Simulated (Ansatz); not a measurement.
CH8Si3, SMILES `C1[SiH2][SiH2][SiH2]1` (charge 0, multiplicity 1).

These are frozen-core CCSDT(Q)/6-31g // PBE0-D3(BJ)/def2-TZVP (Ansatz, a first-principles code) values and carry that method's errors.

Ansatz 0.2 input:
```yaml
crystal:
  periodic: [false, false, false]
  atoms:
    - { symbol: C, position_ang: [0.329612, -1.318552, -0.188393] }
    - { symbol: Si, position_ang: [1.442162, 0.18241, 0.176038] }
    - { symbol: Si, position_ang: [-0.409656, 1.63937, 0.23312] }
    - { symbol: Si, position_ang: [-1.371614, -0.465006, -0.215731] }
    - { symbol: H, position_ang: [0.39793, -2.08468, 0.587065] }
    - { symbol: H, position_ang: [0.571578, -1.79327, -1.141843] }
    - { symbol: H, position_ang: [2.188922, 0.043265, 1.457622] }
    - { symbol: H, position_ang: [2.429325, 0.440399, -0.909522] }
    - { symbol: H, position_ang: [-0.496607, 2.666609, -0.84004] }
    - { symbol: H, position_ang: [-0.736497, 2.268137, 1.541659] }
    - { symbol: H, position_ang: [-2.054375, -0.591216, -1.533835] }
    - { symbol: H, position_ang: [-2.29078, -0.987467, 0.83386] }
basis:
  gaussian: { orbitals: "6-31g" }
correlation:
  method: ccsdt_q
```

Output:

```
Functional definition: HF
1484 factors; integrals over basis functions are off by at most 2.2e-7 eV
mean field evaluation 1: about -24736.7465 eV, gradient 2.0e1 eV
mean field evaluation 2: about -24736.7507 eV, gradient 2.0e1 eV
mean field evaluation 4: about -24738.2205 eV, gradient 2.2e0 eV
mean field evaluation 8: about -24738.2395 eV, gradient 4.3e-6 eV
mean field evaluation 16: about -24738.2343 eV, gradient 2.8e-2 eV
mean field -24738.23946374 eV, -909.1135321115 hartree, gradient 2.0e-6 eV, S^2 0.000000; 0 other end points of the search recorded, 0 dependent functions left out
16 core orbitals not correlated
reference -24738.23946374 eV, -909.1135321115 hartree; 12, 12 occupied and 36, 36 virtual orbitals, 1484 factors
second order -6.82090290 eV of doubles, -0.00000000 eV of singles
cycle   1  -7.83741043 eV  change    -1.0e0 eV  update   9.6e-2
cycle   2  -8.48914691 eV  change   -6.5e-1 eV  update   4.0e-2
cycle   3  -8.57846519 eV  change   -8.9e-2 eV  update   1.3e-2
cycle   4  -8.57649806 eV  change    2.0e-3 eV  update   4.0e-3
cycle   5  -8.57769747 eV  change   -1.2e-3 eV  update   1.4e-3
cycle   6  -8.57749515 eV  change    2.0e-4 eV  update   4.6e-4
cycle   7  -8.57735050 eV  change    1.4e-4 eV  update   1.6e-4
cycle   8  -8.57741698 eV  change   -6.6e-5 eV  update   5.8e-5
cycle   9  -8.57745341 eV  change   -3.6e-5 eV  update   1.9e-5
cycle  10  -8.57744823 eV  change    5.2e-6 eV  update   6.3e-6
cycle  11  -8.57744458 eV  change    3.7e-6 eV  update   2.5e-6
cycle  12  -8.57744538 eV  change   -8.0e-7 eV  update   8.5e-7
perturbative correction -0.01059919 eV, -0.0003895130 hartree
Total energy: -24746.82750830 eV, -909.4291369280 hartree
```
